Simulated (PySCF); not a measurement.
Bonds (- single, = double, # triple, : aromatic): C1#C2 1.212 Å, C2-C3 1.424 Å, C3-F4 1.335 Å, C3=C5 1.338 Å, C5-C6 1.488 Å, C6-F7 1.354 Å, C6-F8 1.354 Å. C1 carries H9; C5 carries H10; C6 carries H11. Stereochemistry as in C#C/C(F)=C/C(F)F.

Geometry: PBE0-D3(BJ)/def2-SVP; GIAO absolute shieldings from PySCF, gas phase, non-relativistic, averaged over equivalent atoms.

At PBE0/cc-pVDZ (127 basis functions, 12 s wall time on 1 thread of an Arm Neoverse V1, shared host):
```tsv
atoms	σ (ppm)
C3	52.1
C5	79.9
C6	89.1
C1	111.6
C2	123.6
F4	297.3
F7/F8	321.2
H11	24.97
H10	25.92
H9	28.24
```

Problem. Estimate the result of repeating the calculation with PBE0/def2-SVP.

Solution. 
| atoms | σ at PBE0/def2-SVP | change |
| --- | --- | --- |
| C3 | 48.8 | -3.3 |
| C5 | 78.5 | -1.4 |
| C6 | 85.7 | -3.4 |
| C1 | 108.5 | -3.1 |
| C2 | 121.1 | -2.5 |
| F4 | 300.4 | +3.1 |
| F7/F8 | 325.8 | +4.6 |
| H11 | 25.03 | +0.06 |
| H10 | 26.01 | +0.09 |
| H9 | 28.34 | +0.10 |

The largest change is at F7/F8 (fluorine of a CF2 group). Cost: 127 basis functions, 11 s wall time on 1 thread of an Arm Neoverse V1, shared host. The order of the carbon signals is the same at both levels.
